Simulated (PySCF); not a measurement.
## Reproducing measurements on trichlorosilane

**Measured values to compare with.**

From NIST CCCBDB Release 22 (SRD 101), experimental dipoles, for the gas: dipole moment (dielectric constant against temperature) 0.86 D.

The results are set against them at the end.

Compound: trichlorosilane, Cl3HSi.
SMILES with atom numbers: `[Cl:1][SiH:2]([Cl:3])[Cl:4]` (hydrogens: H5 on Si2)

Geometry (PBE0-D3(BJ)/def2-TZVP, Å), atoms numbered from 1 in this order:
```xyz
5
Cl3HSi angstrom
Cl    -0.616    1.748   -0.865
Si     0.041   -0.029   -0.137
Cl    -1.103   -1.530   -0.882
Cl     1.975   -0.313   -0.685
H     -0.055   -0.021    1.328
```

Runs made with PySCF (gas phase, on this PBE0-D3(BJ)/def2-TZVP geometry; no spin–orbit coupling):

```
                              level                                                                                         job  basis functions  wall time
PBE0-D3(BJ)/def2-TZVP, grid level 2                                geometry optimisation from a GFN2-xTB start shaken at random              154       24 s
                     B97-2/pcSseg-2                                                                                  shieldings              186      8.3 s
                       KT3/pcSseg-2                                                                                  shieldings              186       10 s
                      PBE0/pcSseg-2                                                     shieldings, charges and field gradients              186      9.8 s
                   wB97X-D/pcSseg-2                                                                                  shieldings              186       11 s
              CAM-B3LYP/aug-cc-pVTZ                          10 singlets by full TDDFT, 4 Tamm–Dancoff triplets, polarisability              223       17 s
                   PBE0/aug-cc-pVTZ  10 singlets by full TDDFT, 4 Tamm–Dancoff triplets, polarisability, dynamic polarisability              223       15 s
                wB97X-D/aug-cc-pVTZ               10 singlets by full TDDFT, 4 Tamm–Dancoff triplets, polarisability, ΔSCF ions              223       66 s
```

Hardware: an Intel Xeon 6975P-C with one thread, on a shared host.

Results beside the measurements:

**Dipole moment.** Measured: 0.86 D (NIST CCCBDB Release 22 (SRD 101), experimental dipoles).

```csv
level,computed (D),computed − measured (D),% (from the printed values)
PBE0-D3(BJ)/def2-TZVP,0.78,-0.08,-9
B97-2/pcSseg-2,0.95,+0.09,+10
KT3/pcSseg-2,0.88,+0.02,+2
PBE0/pcSseg-2,0.95,+0.09,+10
wB97X-D/pcSseg-2,0.99,+0.13,+15
CAM-B3LYP/aug-cc-pVTZ,0.88,+0.02,+2
PBE0/aug-cc-pVTZ,0.84,-0.02,-2
wB97X-D/aug-cc-pVTZ,0.85,-0.01,-1
```

Closest is wB97X-D/aug-cc-pVTZ (-0.01 D), furthest wB97X-D/pcSseg-2 (+0.13 D); one molecule doesn't rank methods. The computed dipoles belong to one fixed geometry; measured ones are averaged over vibrations unless marked μe. Magnitudes are compared, not signs.

No measured geometry was used, and the causes of the misses weren't examined.
